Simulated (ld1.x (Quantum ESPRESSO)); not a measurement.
**Building the TM potential for N (Wu–Cohen, scalar-relativistic).**

ld1.x (Quantum ESPRESSO) 7.5 input, shortened:

```
&input
   title='N', zed=7., rel=1, dft='WC', iswitch=3,
   config='[He] 2s2 2p3'
 /
 &inputp
   pseudotype=2, tm=.true., lloc=-2, rcloc=1.35,
   nlcc=.true., new_core_ps=.true.
 /
2
2S  1  0   2.00   0.00  1.10  1.10  0.0
2P  2  1   3.00   0.00  1.85  1.85  0.0
 &test
   configts(1)='2s2 2p3'
 /
```

* Cutoffs needed: 45 Ry and 110 Ry (the cutoffs (Ry, on a coarse ladder) from which the occupation-weighted sum of valence levels, in a spherical-Bessel basis at the reference potential, stays within 10 and 1 mRy of its value at 400 Ry)
* Ghost test: no extra level below or beside the all-electron valence levels (s, p, d, f tested) (spherical-Bessel basis up to 400 Ry, 20 bohr box)
* Largest excitation error: +1689 meV (all-electron minus pseudo) for 2s1 2p0, out of 7 test configurations
